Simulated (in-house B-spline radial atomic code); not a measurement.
Solving the quasi-particle equation for 5p of Cs+

Configuration [Kr] 4d10 5s2 5p6, start Hartree-Fock; correlation leaves out the 5 deepest shells. Computed with a B-spline radial code for spherical atoms: all electrons, scalar-relativistic (spin-free one-electron X2C), finite nucleus, each spin shell either full or empty, empty states to l = 9 with an (l + 1/2)⁻⁴ tail; G0W0 by contour deformation at full frequency.

Spin-orbit coupling, left out, splits p levels strongly here.

Spin-orbit coupling splits this shell strongly; the level is its average.

At the mean-field level ε = -23.449 eV the matrix elements are Σx = -21.014 eV, v_xc = -21.014 eV and Σc(ε) = -0.773 eV, and the slope of the correlation self-energy is dΣc/dω = -0.0483. The quasi-particle energy solves E = ε + Σx − v_xc + Σc(E).

(1) What does the linearised equation give?

(2) How does that compare with the full solution and with static screening?

Answers

(1) Z = 1/(1 − dΣc/dω) = 1/1.0483 = 0.9539. The first-order shift is Σx − v_xc + Σc(ε) = -21.014 − (-21.014) + (-0.773) = -0.773 eV, so E ≈ ε + Z × shift = -23.449 + 0.9539 × (-0.773) = -24.186 eV.

(2) Solving the equation at full frequency dependence gives E = -24.187 eV, where Σc = -0.737 eV and the weight is 0.953; the linearised value is off by 0 meV. Leaving Z out would give -24.222 eV. Static COHSEX puts -2.588 eV in place of Σc and gives -26.037 eV, 1.85 eV deeper. The tabulated removal energy is 23.157 eV (NIST, measured); the run leaves out spin-orbit coupling, Breit and QED terms.
